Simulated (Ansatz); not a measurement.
CH6FNOSi2, SMILES O1[Si@H](N[SiH2]C1)F.

Coordinates come from a PBE-D3(BJ)/def2-SVP optimisation. The structure was generated by enumeration; whether it is a known compound was not checked. The values are those of a single conformer.

Two levels are set side by side: PBE/def2-SVPD (Ansatz, a quantum-chemistry and plane-wave program) and CAM-B3LYP/def2-SVPD (Ansatz). Energy differences of separate SCF runs at the same geometry; the states with an electron removed or added have multiplicity 2 and 2. Differences are taken from unrounded values.

```
quantity                           CAM-B3LYP   PBE  PBE minus CAM-B3LYP
---------------------------------  ---------  ----  -------------------
vertical ionisation energy (eV)        10.10  9.40                -0.70
vertical singlet–triplet gap (eV)       6.34  5.47                -0.87
```
